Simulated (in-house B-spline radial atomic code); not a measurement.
Configurations of neutral xenon, with energies counted from [Kr] 4d10 5s2 5p6. Method: Dirac-Hartree-Fock, average of configuration, Fermi nucleus of rms radius 4.7859 fm. Calculated with a radial B-spline atomic code at the basis-set limit. Energies include first-order Breit, QED and recoil terms.

Occupations are held fixed; configurations that lie above the ionisation limit could autoionise.

| configuration | E - E(ref) (eV) | highest orbital | its <r> (bohr) |
| --- | --- | --- | --- |
| [Kr] 4d10 5s2 5p5 6f1 | 11.29 | 6f5/2 | 47.92 |
| [Kr] 4d10 5s2 5p5 7g1 | 11.391 | 7g9/2 | 63.5 |
| [Kr] 4d10 5s1 5p6 7d1 | 25.813 | 7d5/2 | 29.61 |
| [Kr] 4d10 5s1 5p6 7f1 | 26.156 | 7f5/2 | 67.38 |
| [Kr] 4d9 5s2 5p6 5f1 | 66.766 | 5f5/2 | 31.44 |
| [Kr] 4d9 5s2 5p6 7g1 | 67.033 | 7g9/2 | 63.5 |
| [Ar] 3d10 4s2 4p5 4d10 5s2 5p6 7d1 | 160.3 | 7d5/2 | 29.57 |
| [Ar] 3d10 4s2 4p5 4d10 5s2 5p6 9s1 | 160.38 | 9s1/2 | 38.12 |
| [Ar] 3d9 4s2 4p6 4d10 5s2 5p6 7f1 | 681.28 | 7f5/2 | 67.41 |

(1) How far above the reference does [Ar] 3d10 4s2 4p5 4d10 5s2 5p6 8d1 lie?

(2) How far above the reference does [Kr] 4d9 5s2 5p6 9p1 lie?

(3) How far above the reference does [Kr] 4d9 5s2 5p6 7f1 lie?

## Answers

(1) 160.5 eV; its least bound orbital is 8d5/2 with <r> = 45.09 bohr.

(2) 66.86 eV; its least bound orbital is 9p3/2 with <r> = 44.62 bohr.

(3) 67.033 eV; its least bound orbital is 7f5/2 with <r> = 67.4 bohr.
